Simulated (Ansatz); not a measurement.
`B[SiH](Cl)O[SiH3]` + `CC` → `CC[SiH](Cl)O[SiH3]` + BH₃ at 500 K and 1 bar (formal exchange of groups at the Si–B bond).

Calculated with Ansatz (gas phase, PBE0-D4/def2-TZVP geometries, no zero-point term in ΔE). CBS: MP2 limit from def2 TZ/QZ plus the TZ coupled-cluster correction, frozen cores. This one scheme is used for every species. One conformer a species, not always the lowest.

```csv
species,CCSD(T)/CBS energy (Eh),H − E (kJ/mol),S (J/(mol·K))
`B[SiH](Cl)O[SiH3]`,-1141.61292,215.7,481.3
`CC`,-79.71954,220.5,259.9
`CC[SiH](Cl)O[SiH3]`,-1194.79013,344.0,521.3
BH₃,-26.55200,86.8,208.8
```

H − E and S are ideal-gas, rigid-rotor, harmonic terms from PBE0-D4/def2-TZVP, for one conformer and one mirror image of each species. 1 Eh = 2625.50 kJ/mol, R = 8.31446 J/(mol·K).

**Question.** By hand: ΔE, ΔH, ΔS and ΔG.

**Answer.** ΔE = (-1194.79013) + (-26.55200) − (-1141.61292) − (-79.71954) = -0.00967 Eh = -25.4 kJ/mol. Δ(H − E) = 344.0 + 86.8 − 215.7 − 220.5 = -5.4, so ΔH = -30.8 kJ/mol. ΔS = 521.3 + 208.8 − 481.3 − 259.9 = -11.1 J/(mol·K). ΔG = -30.8 − 500 × (-11.1)/1000 = -25.2 kJ/mol.

**Question.** By hand: the equilibrium constant, and the temperature at which ΔG would vanish if ΔH and ΔS stayed fixed.

**Answer.** log₁₀ K = −ΔG/(RT ln 10) = 2.6. ΔG = 0 at ΔH/ΔS = 2775 K, far beyond where these terms or the molecules hold.

The number of gas molecules stays the same, so ΔS is small and ΔH decides. A doubt of 5 kJ/mol in ΔE shifts log₁₀ K by 0.5 here. Other conformers and mirror images would add mixing entropy, several J/(mol·K) or more a flexible species. Modes under 60 cm⁻¹, often nearly free rotors, make the harmonic entropy too high. These are equilibria of isolated gas molecules and say nothing of rates. Largest T1 diagnostic: 0.011 (customary marks: 0.02 for closed shells, 0.045 for open ones).
